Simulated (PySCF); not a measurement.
**Ionisation energy of Br by level of theory**

Br [Ar] 3d10 4s2 4p5 (2P) → Br⁺ [Ar] 3d10 4s2 4p4 (3P), as a difference of total energies. Calculation: PySCF 2.14, in aug-cc-pVQZ-DK (8s7p5d3f2g, 93 functions); scalar relativity by spin-free X2C-1e. Correlated levels: valence: [Ar] 3d10 frozen. The calculations carry no spin-orbit coupling.

```csv
method,ionisation energy (eV),plus first-order spin-orbit estimate,error of that sum (eV)
UHF,10.713,10.694,-1.120
MP2 (valence),11.676,11.656,-0.158
SCS-MP2 (valence),11.693,11.673,-0.141
CCSD (valence),11.686,11.667,-0.147
CCSD(T) (valence),11.736,11.717,-0.097
```

Reference: 11.814 eV (measured; NIST Atomic Spectra Database, ionization energies).

A first-order spin-orbit estimate (lowest level to lowest level, LS coupling) adds -0.020 eV.

Errors of the correlated levels include the incompleteness of this basis and the frozen core.
